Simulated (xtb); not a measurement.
C2H5Se2 (SMILES [CH2][Se][Se]C), doublet, from a rough starting geometry; xtb with GFN2-xTB.

Input for xtb:
```
$ xtb mol.xyz --gfn 2 --uhf 1 --opt vtight --json

# file mol.xyz
9

C      2.56434391     0.60937273     0.10504497
Se     1.06164106    -0.01397259    -0.77890941
Se    -0.64299671     0.65614290     0.74755446
C     -2.03487640    -0.46337808    -0.04058467
H      3.34068765     0.92540559    -0.50680474
H      2.70480291     0.42465928     1.09897426
H     -2.98957979    -0.39169390     0.58005301
H     -2.19964789    -0.19821680    -1.05999592
H     -1.76653170    -1.48504102     0.03097285
```

### Question
Predict the main parts of the log of this xtb run.

### Answer

```
   ID    Z sym.   atoms
    1    6 C      1, 4
    2   34 Se     2, 3
    3    1 H      5-9

           -------------------------------------------------
          |                Calculation Setup                |
           -------------------------------------------------

           -------------------------------------------------
          |                 G F N 2 - x T B                 |
           -------------------------------------------------

          ...................................................
          :                      SETUP                      :
          :.................................................:
          :  # basis functions                  33          :
          :  # atomic orbitals                  31          :
          :  # shells                           15          :
          :  # electrons                        25          :
          :  max. iterations                   250          :
          :  Hamiltonian                  GFN2-xTB          :
          :  restarted?                      false          :
          :  GBSA solvation                  false          :
          :  PC potential                    false          :
          :  electronic temp.          300.0000000     K    :
          :  accuracy                    1.0000000          :
          :  -> integral cutoff          0.2500000E+02      :
          :  -> integral neglect         0.1000000E-07      :
          :  -> SCF convergence          0.1000000E-05 Eh   :
          :  -> wf. convergence          0.1000000E-03 e    :
          :  Broyden damping             0.4000000          :
          :  net charge                          0          :
          :  unpaired electrons                  1          :
          ...................................................

 iter      E             dE          RMSdq      gap      omega  full diag
   1    -13.2089213 -0.132089E+02  0.621E+00    1.63       0.0  T
   2    -13.2245836 -0.156623E-01  0.299E+00    2.00       1.0  T
   3    -13.2149919  0.959177E-02  0.265E+00    1.40       1.0  T
   4    -13.2353184 -0.203265E-01  0.942E-01    1.83       1.0  T
   5    -13.2378646 -0.254620E-02  0.388E-01    1.71       1.0  T
   6    -13.2379338 -0.692670E-04  0.102E-01    1.72       1.0  T
   7    -13.2379344 -0.608910E-06  0.463E-02    1.72       1.0  T
   8    -13.2379350 -0.585426E-06  0.177E-02    1.72       1.9  T
   9    -13.2379354 -0.345825E-06  0.877E-03    1.72       3.8  T
  10    -13.2379354 -0.371540E-07  0.306E-03    1.72      10.9  T
  11    -13.2379354 -0.282776E-08  0.154E-03    1.72      21.6  T
  12    -13.2379354 -0.712248E-09  0.665E-04    1.72      50.1  T
  13    -13.2379354 -0.645981E-09  0.166E-04    1.72     200.5  T

   *** convergence criteria satisfied after 13 iterations ***

         :::::::::::::::::::::::::::::::::::::::::::::::::::::
         ::                     SUMMARY                     ::
         :::::::::::::::::::::::::::::::::::::::::::::::::::::
         :: total energy             -13.115337840897 Eh    ::
         :: gradient norm              0.090403230853 Eh/a0 ::
         :: HOMO-LUMO gap              1.723228132758 eV    ::
         ::.................................................::
         :: SCC energy               -13.237938566861 Eh    ::
         :: -> isotropic ES            0.002105036661 Eh    ::
         :: -> anisotropic ES          0.000757097607 Eh    ::
         :: -> anisotropic XC          0.006908054067 Eh    ::
         :: -> dispersion             -0.005868660860 Eh    ::
         :: repulsion energy           0.122600725965 Eh    ::
         :: add. restraining           0.000000000000 Eh    ::
         :: total charge               0.000000000000 e     ::
         :::::::::::::::::::::::::::::::::::::::::::::::::::::

      -----------------------------------------------------------
     |                   =====================                   |
[...]
 * total energy  :   -13.1228771 Eh     change       -0.3773292E-05 Eh
 * total energy  :   -13.1228884 Eh     change       -0.1132177E-04 Eh
 * total energy  :   -13.1228888 Eh     change       -0.3898118E-06 Eh
 * total energy  :   -13.1228915 Eh     change       -0.2653379E-05 Eh
 * total energy  :   -13.1228924 Eh     change       -0.9034455E-06 Eh
 * total energy  :   -13.1228928 Eh     change       -0.4138800E-06 Eh
 * total energy  :   -13.1228930 Eh     change       -0.2127082E-06 Eh
 * total energy  :   -13.1228934 Eh     change       -0.3640480E-06 Eh
 * total energy  :   -13.1228938 Eh     change       -0.4920877E-06 Eh
 * total energy  :   -13.1228943 Eh     change       -0.4394906E-06 Eh
 * total energy  :   -13.1228945 Eh     change       -0.2594444E-06 Eh
 * total energy  :   -13.1228946 Eh     change       -0.5546595E-07 Eh
   *** GEOMETRY OPTIMIZATION CONVERGED AFTER 29 ITERATIONS ***
         :: total energy             -13.122894601937 Eh    ::
[...]
        11        2.0000           -0.4081765             -11.1070
        12        2.0000           -0.3758319             -10.2269
        13        1.0000           -0.3250298              -8.8445 (HOMO)
        14                         -0.2571244              -6.9967 (LUMO)
        15                         -0.1977697              -5.3816
        16                         -0.1535008              -4.1770
        17                          0.0003799               0.0103
        18                          0.0483429               1.3155
        19                          0.0554537               1.5090
        20                          0.0670066               1.8233
        21                          0.0728271               1.9817
        22                          0.1425086               3.8779
        23                          0.1549788               4.2172
        24                          0.1914180               5.2087
       ...                                ...                  ...
        31                          0.9244320              25.1551
      -------------------------------------------------------------
                  HL-Gap            0.0679054 Eh            1.8478 eV
             Fermi-level           -0.3207540 Eh           -8.7282 eV

     #   Z          covCN         q      C6AA      α(0)
     1   6 C        2.831    -0.095    30.385     9.033
     2  34 Se       1.941    -0.046   237.261    26.840
     3  34 Se       1.928    -0.112   239.503    26.967
     4   6 C        3.741    -0.072    21.966     6.687
     5   1 H        0.927     0.061     2.192     2.315
     6   1 H        0.926     0.062     2.175     2.306
     7   1 H        0.925     0.070     2.088     2.259
     8   1 H        0.925     0.068     2.110     2.271
     9   1 H        0.925     0.066     2.132     2.283

 Mol. C6AA /au·bohr⁶  :       2332.551916
 Mol. C8AA /au·bohr⁸  :     115740.234698
 Mol. α(0) /au        :         80.961900

Wiberg/Mayer (AO) data.
largest (>0.10) Wiberg bond orders for each atom

 ---------------------------------------------------------------------------
     #   Z sym  total        # sym  WBO       # sym  WBO       # sym  WBO
 ---------------------------------------------------------------------------
     1   6 C    3.636 --     2 Se   1.573     6 H    0.961     5 H    0.961
                             3 Se   0.133
     2  34 Se   2.838 --     1 C    1.573     3 Se   1.175
     3  34 Se   2.429 --     2 Se   1.175     4 C    1.043     1 C    0.133
     4   6 C    3.983 --     3 Se   1.043     9 H    0.972     8 H    0.970
                             7 H    0.966
     5   1 H    0.995 --     1 C    0.961
     6   1 H    0.996 --     1 C    0.961
     7   1 H    0.994 --     4 C    0.966
     8   1 H    0.995 --     4 C    0.970
     9   1 H    0.996 --     4 C    0.972
 ---------------------------------------------------------------------------

Topologies differ in total number of bonds
Writing topology from bond orders to xtbtopo.mol

molecular dipole:
                 x           y           z       tot (Debye)
 q only:       -0.265      -0.464      -0.022
   full:       -0.249      -0.672      -0.139       1.856
molecular quadrupole (traceless):
                xx          xy          yy          xz          yz          zz
 q only:        3.741       1.675      -1.991       1.127      -0.316      -1.750
  q+dip:        4.264       1.974      -2.520       2.089      -1.719      -1.743
   full:        4.879       2.393      -2.622       1.468      -0.882      -2.257

optimized geometry written to: xtbopt.xyz

           -------------------------------------------------
          | TOTAL ENERGY              -13.122894601937 Eh   |
          | GRADIENT NORM               0.000045361930 Eh/α |
          | HOMO-LUMO GAP               1.847800356413 eV   |
           -------------------------------------------------

normal termination of xtb
```
